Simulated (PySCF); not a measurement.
## Bond curve of GeBr⁺

Set-up: basis Ge pcseg-1, Br pcseg-1; no relativity; PySCF 2.14. Energies in eV from Ge⁺ + Br in their ground configurations at the same level. State: ¹Σ⁺ (singlet), closed shell.

All columns are PBE0. A positive dipole points towards Br; it is taken about the centre of mass and depends on that origin.

```tsv
R (Å)	E (eV)	μ (D)	Mulliken charge on Ge (basis-dependent)	HOMO (eV)	LUMO (eV)	Mayer bond order	⟨S²⟩
1.925	-2.817	-1.51	0.83	-15.37	-8.97	1.79	0.00
2.014	-3.587	-2.14	0.89	-15.50	-9.14	1.74	0.00
2.104	-4.005	-2.77	0.94	-15.58	-9.31	1.69	0.00
2.171	-4.151	-3.23	0.96	-15.61	-9.43	1.66	0.00
2.238	-4.189	-3.69	0.99	-15.47	-9.54	1.63	0.00
2.305	-4.144	-4.14	1.00	-15.20	-9.65	1.61	0.00
2.395	-3.991	-4.71	1.02	-14.86	-9.80	1.58	0.00
2.507	-3.698	-5.39	1.03	-14.48	-9.96	1.56	0.00
2.641	-3.261	-6.15	1.04	-14.07	-10.14	1.53	0.00
2.820	-2.622	-7.06	1.04	-13.62	-10.34	1.51	0.00
```

A fit through these points gives, at Re = 2.232 Å, μ = -3.65 D and dμ/dR = -6.75 D/Å; the reduced mass is 38.17 u.

Question: How strong is the fundamental in the double-harmonic approximation, I = 42.26·(dμ/dR)²/μred km/mol?

Answer: I = 42.26·(-6.75)²/38.17 = 50.4 km/mol at PBE0.

For an ion De counts to the pair picked by the measured ionisation energies or electron affinities, which need not be the lowest pair at this level.
